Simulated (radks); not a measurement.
The numbers below are computed, except where a source is named.
Valence configurations of F I (all share [He]). Code: a radial shooting solver on a logarithmic mesh with Libxc functionals. Model: non-relativistic Kohn-Sham, PBE, spin-unpolarised, spherical densities, point nucleus. Energies are relative to 2s2 2p5; eigenvalues in eV.

valence,E (eV),e(2p),e(2s)
2s2 2p5,0.000,-11.121,-29.820
2s1 2p6,18.724,-11.545,-30.293
2s1.5 2p5.5,9.356,-11.336,-30.059

NIST lists [He] 2s2 2p5 as the ground configuration; this level of theory agrees among the configurations tried. The energies are those of spherical spin-averaged densities, not of single terms.
